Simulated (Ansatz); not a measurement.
```yaml
crystal:
  periodic: [false, false, false]
  atoms:
    - {symbol: C, position_ang: [1.376631, -0.077230, 1.335322]}
    - {symbol: C, position_ang: [0.515134, -0.032349, 0.488620]}
    - {symbol: Al, position_ang: [-0.826906, 0.030803, -0.825997]}
    - {symbol: Cl, position_ang: [-2.210246, -1.506750, -0.993796]}
    - {symbol: Cl, position_ang: [-0.949743, 1.637972, -2.132761]}
    - {symbol: H, position_ang: [2.137231, -0.116447, 2.082511]}
basis:
  gaussian: {orbitals: aug-cc-pVTZ, fitting: {mean_field: cc-pVTZ-jkfit}}
magnetization: {spin_polarized: true, initial_magnetization: 0}
hamiltonian: {xc: {name: CCSD(T)}, pseudopotentials: {relativity: scalar}}
```

```sh
$ ansatz run in.yaml --threads 4 --pin off --events-out ev --progress --plain --max-ram 10444MiB
```

Task: How does Ansatz answer? (An estimate is asked.)

Result: The calculation gave: The program refused the input.
```
Error: YAML parse error: error: line 13 column 19: hamiltonian.xc: no functional is named "CCSD(T)"; the names, which are not case-sensitive, are SVWN5, SPW92, PBE, PBE0, PBEsol, revPBE, revPBE0, RPBE, rPW86-PBE, HSE06, wPBEh, LC-wPBE, HISS, HF, BLYP, B3LYP, B3LYP5, BHLYP, CAM-B3LYP, r2SCAN, r2SCANh, r2SCAN0, r2SCAN50, m-r2SCAN, B97, wB97, wB97X, wB97X-V, B97M-V, wB97M-V, B2PLYP, B2GP-PLYP, PBE0-DH, PBE-QIDH
11 |   gaussian: {orbitals: aug-cc-pVTZ, fitting: {mean_field: cc-pVTZ-jkfit}}
12 | magnetization: {spin_polarized: true, initial_magnetization: 0}
13 | hamiltonian: {xc: {name: CCSD(T)}, pseudopotentials: {relativity: scalar}}
```

HSE06 is defined as in plane-wave codes.
